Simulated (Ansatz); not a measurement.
One change: `[SiH3][O][InH][Br]` becomes `[CH3][InH][O][SiH3]`.

Ansatz, PBE0-D4/def2-TZVP geometries, multiplicity 1. Each molecule was computed in one conformer, which needn't be the lowest.

Elements past krypton have def2 core potentials. Scalar relativity is left out up to krypton.

```tsv
property	`[SiH3][O][InH][Br]`
size of the dipole moment (ωB97M-V/def2-TZVPP) / D	2.47
HOMO energy (B3LYP/def2-TZVPP) / eV	-8.13
LUMO energy (B3LYP/def2-TZVPP) / eV	-2.07
size of the dipole moment (B3LYP/def2-TZVPP) / D	2.36
HOMO–LUMO gap (B3LYP/def2-TZVPP) / eV	6.06
size of the dipole moment (PBE/def2-TZVPP) / D	2.29
```

(1) What does the change do to each property? (Best estimate.)

## Answers

(1) Computed: 
```csv
property,`[CH3][InH][O][SiH3]`,shift
size of the dipole moment (ωB97M-V/def2-TZVPP) / D,3.23,0.76
HOMO energy (B3LYP/def2-TZVPP) / eV,-7.52,0.61
LUMO energy (B3LYP/def2-TZVPP) / eV,-1.72,0.35
size of the dipole moment (B3LYP/def2-TZVPP) / D,3.19,0.83
HOMO–LUMO gap (B3LYP/def2-TZVPP) / eV,5.80,-0.26
size of the dipole moment (PBE/def2-TZVPP) / D,3.11,0.82
```

With PBE0 the HOMO rises by 0.64 eV and the LUMO rises by 0.36 eV, so the gap narrows by about 0.28 eV. PBE moves the HOMO by 0.63 eV and ωB97M-V by 0.65 eV. Dipoles are sizes alone; their direction can turn.

B3LYP here is the variant with VWN-RPA as its local correlation; programs differ in this.

Spin–orbit coupling is left out; it splits and shifts lone-pair levels of the heavy atoms by tenths of an eV.
